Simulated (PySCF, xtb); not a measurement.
ZrIH₃, SMILES [ZrH3][I], multiplicity 1.

GFN2-xTB in xtb 6.7.1 at its own geometry gives an orbital gap of 2.39 eV and a dipole moment of 7.40 D.

Geometry optimised at B3LYP-D3(BJ)/def2-TZVP. The spin state was assumed, not searched. The structure was generated by enumeration; whether it is a known compound was not checked. The def2 effective core potentials stand for the cores of I, Zr; spin–orbit coupling is left out.

Q: What does r2SCAN/def2-TZVPD in PySCF give? (Estimate from the structure and the level; the computed values follow.)

A: gap 4.04 eV (levels -7.47 and -3.43 eV), dipole 0.29 D.
